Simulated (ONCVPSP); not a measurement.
**PBE ONCV dataset for P, non-relativistic all-electron reference.**

P, optimised norm-conserving Vanderbilt (ONCV), made with ONCVPSP 4.0.1 (PBE, non-relativistic). Core [Ne], reference 3s1.75 3p3.25. Waves: 3s: rc 1.30 bohr, ncon 5, nbas 9, qcut 4.3 1/bohr, 2 projectors, debl 2.3 Ha; 3p: rc 1.40 bohr, ncon 3, nbas 7, qcut 4.7 1/bohr, 2 projectors, debl 0.7 Ha; d scattering state at 0.18 Ha: rc 1.50 bohr, ncon 4, nbas 9, qcut 6.3 1/bohr, 2 projectors, debl 2.6 Ha. Local part: polynomial inside 1.00 bohr (lpopt 5, dvloc0 0 Ha). Core correction: Teter function, fcfact 2.75, rcfact 1.2.

- Cutoffs needed: 93 Ha and 130 Ha (the cutoffs (Ha) at which the residual kinetic energy of the hardest occupied pseudo-wave falls to 1 and 0.1 mHa per electron)
- Ghost test: ghosts flagged at negative energy: s at -157.7 eV; no localised positive-energy state flagged; a true bound ghost makes a file unfit for plane-wave use
- Largest excitation error: +23 meV (all-electron minus pseudo) for 3s2 3p0, out of 4 test configurations
- rms error of d²Exc/dni dnj: 1.61 mHa without and 0.56 mHa with the model core
